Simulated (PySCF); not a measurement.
CH7GeNO, SMILES C[NH][GeH2][OH].

Geometry: ωB97X-D3(BJ)/def2-SVP. The structure was generated by enumeration, and PubChem lists no compound with its InChIKey, so it may never have been made. One conformer was computed; it need not be the lowest.

These are PBE/def2-TZVP (PySCF) values and carry that method's errors.

The molecule is in vacuum.

```yaml
total_energy: -2248.86416 hartree
highest_occupied_level: -5.37 eV
lowest_empty_level: -0.28 eV
orbital_gap: 5.09 eV
dipole_moment: 2.00 D
quadrupole, principal values (traceless, Buckingham form, about the centre of nuclear charge): -6.35, 0.70, 5.65 D·Å
mean_static_polarisability: 55.8 bohr³ (8.27 Å³)
polarisability_principal_values: 50.9, 52.1, 64.4 bohr³
```
